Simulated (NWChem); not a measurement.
System: C₂H₄BFN₂; SMILES C(#N)CB(F)N

Here is an NWChem input.

```
start job
memory heap 200 mb stack 900 mb global 1100 mb
geometry units angstroms noautoz
  N      0.320955     2.606315     0.000000
  C     -0.309970     1.617960     0.000000
  C     -0.995521     0.336615     0.000000
  B      0.015212    -0.906451     0.000000
  N      1.402566    -0.749885     0.000000
  F     -0.530475    -2.141958     0.000000
  H     -1.661218     0.259438    -0.887280
  H     -1.661218     0.259438     0.887280
  H      1.845873     0.169923     0.000000
  H      2.048579    -1.539266     0.000000
end
basis spherical
  * library 3-21g
end
dft
  xc pbe0
  iterations 150
  mulliken
end
task dft energy
```

All runs use the structure optimised with PBE-D3(BJ)/def2-SVP.

Problem. Give the results of this calculation. (PBE0/3-21G.) Quantities: basis functions; energy (Ha); highest occupied level (eV); orbital gap (eV); dipole (D).

Solution. 
```yaml
number_of_basis_functions: 62
energy (Ha): -310.88
highest occupied level (eV): -8.36
orbital gap (eV): 9.54
dipole (D): 2.30
```
